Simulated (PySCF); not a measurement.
C₂H₂N, SMILES N#C[CH2-], charge -1. The structure is a stationary point at r2SCAN-D4/def2-TZVPD.

Computed equilibrium geometry at r2SCAN-D4/def2-TZVPD (PySCF confirms it by a frequency run) as Cartesian coordinates in Å, and its point group:
point group Cs.
```xyz
5

C     -1.2016     0.0882     0.0000
C      0.1803    -0.0014     0.0000
N      1.3624    -0.0117     0.0000
H     -1.7044    -0.2195    -0.9151
H     -1.7044    -0.2195     0.9151
```
Charge -1, spin multiplicity 1.
